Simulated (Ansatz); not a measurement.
Consider the ligand exchange at the Si–C bond: `OC[SiH2]O[SiH3]` + `[NH2][AlH2]` → `[AlH2][NH][SiH2]O[SiH3]` + CH₃OH.

Calculated with Ansatz (gas phase, PBE0-D4/def2-TZVP geometries, no zero-point term in ΔE). CBS: MP2 limit from def2 TZ/QZ plus the TZ coupled-cluster correction, frozen cores. This one scheme is used for every species. Functionals use def2-TZVPP. B3LYP here is the variant with VWN-RPA as its local correlation; programs differ in this. One conformer a species, not always the lowest.

```csv
level,ΔE (kJ/mol),difference from CCSD(T)/CBS
PBE-D4,-74.0,9.3
r2SCAN-D4,-80.3,3.0
PBE0-D4,-78.6,4.7
B3LYP-D4,-80.8,2.5
ωB97X-V,-78.6,4.7
ωB97M-V,-78.8,4.5
B2PLYP,-84.0,-0.7
PBE,-74.6,8.7
r2SCAN,-80.4,2.9
PBE0,-79.1,4.2
B3LYP,-81.8,1.5
HF/def2-TZVPP,-93.4,-10.1
MP2/def2-TZVPP,-86.3,-3.0
SCS-MP2/def2-TZVPP,-87.1,-3.8
CCSD/def2-TZVPP,-84.6,-1.3
CCSD(T)/def2-TZVPP,-83.9,-0.6
HF/def2-QZVPP,-94.7,-11.4
MP2/def2-QZVPP,-86.5,-3.2
SCS-MP2/def2-QZVPP,-87.2,-3.9
HF/CBS(def2),-94.9,-11.6
MP2/CBS(def2),-85.8,-2.5
CCSD/CBS(def2),-84.1,-0.8
CCSD(T)/CBS,-83.3,0
```

Largest T1 diagnostic among the species: 0.012.

From PBE to PBE0 (25 % exact exchange), in def2-TZVPP and without D4, ΔE moves by −4.5 kJ/mol. In def2-TZVPP, CCSD(T) changes the Hartree–Fock value by +9.5 kJ/mol (the triples alone add +0.7 kJ/mol) and MP2 by +7.1 kJ/mol.
